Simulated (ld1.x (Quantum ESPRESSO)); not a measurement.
P (Z = 15): one change to an ultrasoft potential, before and after

- Element: P
- Generator: ld1.x (Quantum ESPRESSO) 7.5
- Type: ultrasoft
- Functional: PBE
- Relativity: non-relativistic
- Frozen core: [Ne]
- Valence charge: 5
- Reference configuration: 3s2 3p1.5 (charge +1.5)
- Partial waves: 3s (bound): rcut 1.50, rcutus 1.70 bohr; 3s channel at -0.75 Ry: rcut 1.50, rcutus 1.70 bohr; 3p (bound): rcut 1.30, rcutus 1.75 bohr; 3p channel at 1.75 Ry: rcut 1.30, rcutus 1.75 bohr; 3d channel at 0.15 Ry: rcut 1.65, rcutus 1.85 bohr
- Local potential: all-electron potential smoothed inside 1.40 bohr (lloc = -1)
- Core correction: none
- Augmentation charge: built from norm-conserving waves at rcut, not smoothed further

Change: all radii scaled by about 0.94 (s 1.60, p 1.64, d 1.74 bohr, rcut 1.42/1.22/1.56); local potential all-electron potential smoothed inside 1.32 bohr (lloc = -1).

Cutoffs: the cutoffs (Ry, on a coarse ladder) from which the occupation-weighted sum of valence levels, in a spherical-Bessel basis at the reference potential, stays within 10 and 1 mRy of its value at 400 Ry; they do not see the model core or the augmentation charge, which bear on the density cutoff. Errors are all-electron minus pseudo energies relative to the spin-unpolarised reference configuration.

Problem. What does the change do?

Solution. The potential gets harder (12 Ry and 21 Ry → 12 Ry and 25 Ry); of the 7 tests that both files solve, the error grows in 2 and shrinks in 0 by more than 15 % and 0.3 meV (median size 0.8 → 0.9 meV); neither file shows a bound ghost. A smaller radius makes the pseudo-wave follow the all-electron one further in, where it bends more sharply, so more plane waves are needed.

| quantity | base | changed |
| --- | --- | --- |
| cutoff, loose | 12 Ry | 12 Ry |
| cutoff, tight | 21 Ry | 25 Ry |
| loose cutoff by channel (10 mRy a level) | s 6 Ry, p 10 Ry | s 10 Ry, p 10 Ry |
| bound ghosts | none | none |
| error for 3s2 3p3, meV [ΔE -18.06 eV] | +0.4 | +0.4 |
| error for 3s2 3p2, meV [ΔE -8.32 eV] | +0.3 | +0.3 |
| error for 3s2 3p1, meV [ΔE 10.84 eV] | +0.8 | +0.9 |
| error for 3s1 3p4, meV [ΔE -9.62 eV] | +4.5 | +7.5 |
| error for 3s2 3p2.5, meV [ΔE -14.28 eV] | +0.6 | +0.5 |
| error for 3s1 3p0, meV [ΔE 92.47 eV] | +148 | +143 |
| error for 3s2 3p0, meV [ΔE 40.59 eV] | +20 | +25 |
| lowest overlap eigenvalue by channel | s 0.39, p 0.70, d 1.00 | s 0.34, p 0.65, d 1.00 |
